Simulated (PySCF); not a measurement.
**Molecular orbitals of KAl**

UHF at R = 3.385 Å; PySCF, no relativity, basis sets K 6-31G(d,p), Al 6-31G(d,p). State: ³Π (triplet), unpaired electrons σ ↑, π ↑. Only the outer orbitals are listed, counted within each symmetry.

| spin | orbital | occ. | ε (eV) | on K (%) | main shells (%) |
| --- | --- | --- | --- | --- | --- |
| α | 7σ | 1 | -47.99 | 100 | 100 K s |
| α | 3π | 1 | -26.39 | 100 | 100 K p |
| α | 3π | 1 | -26.38 | 100 | 100 K p |
| α | 8σ | 1 | -26.36 | 100 | 100 K p |
| α | 9σ | 1 | -10.85 | 9 | 91 Al s |
| α | 10σ | 1 | -4.67 | 39 | 60 Al p, 36 K s |
| α | 4π | 1 | -4.58 | 14 | 86 Al p, 9 K p |
| α | 11σ | 0 | -0.20 | 85 | 53 K s, 32 K p, 15 Al p |
| α | 4π | 0 | 0.33 | 91 | 91 K p, 9 Al p |
| α | 5π | 0 | 0.69 | 97 | 91 K p |
| β | 7σ | 1 | -47.88 | 100 | 100 K s |
| β | 3π | 1 | -26.34 | 100 | 100 K p |
| β | 3π | 1 | -26.30 | 100 | 100 K p |
| β | 8σ | 1 | -26.28 | 100 | 100 K p |
| β | 9σ | 1 | -8.35 | 5 | 93 Al s |
| β | 10σ | 0 | -0.16 | 100 | 72 K s, 29 K p |
| β | 4π | 0 | 0.57 | 97 | 97 K p |
| β | 4π | 0 | 0.70 | 100 | 99 K p |

**Question.** Which are the highest filled and the lowest empty level, where do they sit, and how wide is the gap?

**Answer.** Highest filled α 4π at -4.58 eV (in %: 86 Al p, 9 K p); lowest empty α 11σ at -0.20 eV (in %: 53 K s, 32 K p, 15 Al p); the gap at UHF is 4.38 eV.

| Property | Result |
| --- | --- |
| bond order (Mayer) | 0.87 |
| ⟨S²⟩ | 2.017 |
| charge on K (Mulliken, basis-dependent) | 0.33 |
| charge on K (Löwdin, basis-dependent) | 0.04 |
| dipole moment (positive dipole means K(−)Al(+)) | -8.43 D |
| polarisability along the bond | 452.7 bohr³ |
| polarisability across the bond | 191.2 bohr³ |

The state was picked by a PBE0 search and need not be the measured ground state.
